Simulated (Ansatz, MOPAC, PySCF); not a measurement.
Complex: C2H4 (SMILES C=C) (first 6 atoms) with CH5N (SMILES CN); geometry from B3LYP-D3(BJ)/def2-TZVP, rigid monomers moved along the line of their centres of mass till H5···N8 is 2.23 Å.
(charge 0, multiplicity 1):
```xyz
13

C     -0.64297     0.26062     0.06777
C      0.54211    -0.19982     0.44388
H     -0.91349     0.36676    -0.97638
H     -1.39485     0.55140     0.79203
H      0.81222    -0.30577     1.48927
H      1.28680    -0.48808    -0.28980
C     -0.62918     0.32271     3.70532
N      0.72446    -0.23261     3.72075
H     -1.29397    -0.37068     3.18808
H     -0.62682     1.25423     3.13747
H     -1.05757     0.52930     4.69493
H      0.74935    -1.10819     4.22920
H      1.36766     0.39813     4.18365
```

Counterpoise-corrected where a basis set is named; no monomer relaxation. Rows marked so take none.

Cores are frozen in the correlated methods. Rows in 3-21G, 6-31G* carry no dispersion term and start afresh at each structure (6-31G* with six Cartesian d functions). MP2/6-31G* freezes PySCF's default core. The state that AM1, PM3 reach isn't checked.

Codes used: Ansatz (Gaussian orbitals); MOPAC for AM1, PM3 (differences of heats of formation); PySCF for 3-21G rows, 6-31G* rows, the dispersion terms. 

```tsv
level	interaction energy (kcal/mol)
AM1	1.54
PM3	0.54
HF/6-31G* (no counterpoise)	0.71
B3LYP/3-21G (no counterpoise)	-4.14
B3LYP-D4/def2-TZVPPD	-1.30
M06-2X/6-31G* (no counterpoise)	-2.70
MP2/6-31G*	0.09
CCSD/aug-cc-pVDZ	-0.21
CCSD(T)/aug-cc-pVDZ	?
```

### Question
Some entries are withheld; supply them.

### Answer

- CCSD(T)/aug-cc-pVDZ, interaction energy (kcal/mol): -0.62

Ansatz is a program for electronic structure.
